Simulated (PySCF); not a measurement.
Compound: C3HN3Se.
Structure used (PBE0-D3(BJ)/def2-SVP), in Å, numbered top down from 1:
```xyz
8
C3HN3Se angstrom
N      3.1330   -0.3917    0.1334
C      1.9747   -0.3811    0.1428
C      0.5430   -0.3196    0.1473
C     -0.1923    0.9146   -0.0383
N     -1.4885    0.8129   -0.0089
Se    -1.8859   -0.9167    0.2651
N     -0.1718   -1.4049    0.3242
H      0.2860    1.8863   -0.1949
```

All values: PBE0/def2-SVPD (PySCF, non-relativistic), on one gas-phase PBE0-D3(BJ)/def2-SVP geometry that isn't relaxed in the solvent. The solvent is an IEF-PCM continuum (van der Waals radii × 1.2). The model holds no explicit solvent molecules, cavitation or dispersion. Spin–orbit coupling is left out although an atom past zinc is present.

Gas phase at PBE0/def2-SVPD: HOMO -8.23 eV, LUMO -2.87 eV, dipole 3.43 D.

Problem. What does the continuum do to the energy, the frontier levels and the dipole at PBE0/def2-SVPD in chloroform and methanol?

Solution. 
```json
{"solvent": "chloroform", "ε": "4.711", "E(solvent) − E(gas) (kcal/mol)": "-4.87", "polarisation term (kcal/mol)": "-5.57", "distortion of the solute (kcal/mol)": "0.70", "HOMO (eV)": "-8.01", "LUMO (eV)": "-2.70", "dipole (D)": "4.26"}
{"solvent": "methanol", "ε": "32.61", "E(solvent) − E(gas) (kcal/mol)": "-6.70", "polarisation term (kcal/mol)": "-8.02", "distortion of the solute (kcal/mol)": "1.32", "HOMO (eV)": "-7.94", "LUMO (eV)": "-2.65", "dipole (D)": "4.55"}
```

The polarisation term is half the interaction of the solute with the surface charges that it induces; the rest is the cost of distorting the solute's density. The sum is the electrostatic part of solvation alone. From chloroform to methanol the lowering changes by a factor 1.38, Onsager's factor (ε − 1)/(2ε + 1) by 1.34 and ε itself by 6.9.

Problem. Which radius a makes the point-dipole formula ΔE = −[(ε − 1)/(2ε + 1)]·μ²/a³ give the value in methanol, with the gas-phase dipole?

Solution. μ = 1.349 au and |ΔE| = 0.01068 Eh give a = 2.29 Å; the farthest nucleus lies 2.89 Å from the centroid of the nuclei, so such a sphere wouldn't even hold the nuclei. The formula assumes a rigid point dipole at the centre of a sphere.

Problem. Give the dipole vector in the frame of the coordinates (D, pointing from negative to positive charge), gas and methanol.

Solution. Gas (-3.38, 0.57, -0.06), solvent (-4.49, 0.77, -0.08). Its length changes by +33 % and its direction by less than 1°.

Problem. How does the static polarisability (PBE0/def2-SVPD, frozen core, with the continuum's full static response) change?

Solution. 
```
    medium  isotropic (au)  principal values (au)  ⟨r²⟩ of the electrons (bohr²)
       gas            76.4      45.8, 67.3, 116.0                         1024.7
chloroform            97.6      56.0, 85.6, 151.2                         1026.4
  methanol           107.3      61.7, 94.4, 165.8                         1027.0
```

The isotropic value in methanol is 1.40 times the gas-phase one; no cavity-field correction is applied. ⟨r²⟩ is taken about the centre of nuclear charge.
